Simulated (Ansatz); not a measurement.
# Abstraction of H: CH5BO2 + CHBr2 → CH4BO2 + CH2Br2

Species: CH5BO2 `COBO`, singlet; CHBr2 `Br[CH]Br`, doublet; CH4BO2 `CO[B]O`, doublet; CH2Br2 (dibromomethane) `BrCBr`, singlet. A radical takes H: the energy is the difference in strength between the B–H bond broken and the C–H bond made.

Shapes, held fixed at every level: PBE0-D4/def2-TZVP. Flexible molecules stand in one conformer, not always the lowest. Programs: Ansatz 0.2.0. Electronic energies: no zero-point or thermal term.

Estimate ΔE of this reaction.

The highest level, CCSD(T)/def2-TZVPP, gives ΔE = +38.2 kJ/mol; the levels span +36.1 to +44.2. The column of differences is taken from that level and isn't an error. No measured value is set beside it here. Open shells run unrestricted. Relativity is left out for Br. Outer-core shells of Br are correlated, in sets that cover them unevenly. Times are processor times on shared x86 and Arm servers, and rough.

```csv
level,kind,ΔE (kJ/mol),less CCSD(T)/def2-TZVPP,CPU time (sum over the molecules)
HF/def2-TZVPP,Hartree–Fock,+38.6,+0.4,–
PBE-D4/def2-TZVPP,GGA,+36.1,-2.1,27 s
r2SCAN-D4/def2-TZVPP,meta-GGA,+38.8,+0.6,51 s
wB97M-V/def2-TZVPP,range-separated hybrid,+43.1,+4.9,1.8 min
wB97X-V/def2-TZVPP,range-separated hybrid,+44.2,+6.0,72 s
CCSD/def2-TZVPP,coupled cluster or CI,+39.2,+1.0,–
CCSD(T)/def2-TZVPP,coupled cluster or CI,+38.2,0.0,5.1 min
```
